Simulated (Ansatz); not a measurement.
`CC[AsH][SiH3]` at its PBE0-D4/def2-TZVP geometry, where that method's forces vanish. Charge 0, multiplicity 1.

```xyz
13

C     0.4138    0.9302   -1.9812
C     0.1832    0.7295   -0.4945
As    0.6463   -1.1221    0.0638
Si   -0.3632   -1.0273    2.1941
H     0.2041    1.9631   -2.2735
H    -0.2342    0.2809   -2.5750
H     1.4470    0.7082   -2.2590
H     0.8285    1.3888    0.0916
H    -0.8492    0.9513   -0.2201
H    -0.5851   -1.7817   -0.5499
H    -0.4777   -2.4006    2.7521
H    -1.7145   -0.4028    2.1572
H     0.5010   -0.2175    3.0946
```

Task: What forces (eV/Å) does r2SCAN-D4/def2-TZVPP give on these atoms in Ansatz? (Estimate.)

Result: Computed: 
```
C1   0.027  0.009 -0.137
C2  -0.061  0.123  0.078
As3  0.043 -0.138  0.025
Si4 -0.014 -0.012  0.021
H5   0.001 -0.012  0.005
H6   0.012  0.010  0.010
H7  -0.021  0.004  0.004
H8  -0.006 -0.009 -0.001
H9   0.008  0.001 -0.002
H10  0.009  0.018  0.008
H11  0.000  0.031 -0.003
H12  0.021 -0.009  0.011
H13 -0.019 -0.015 -0.018
```
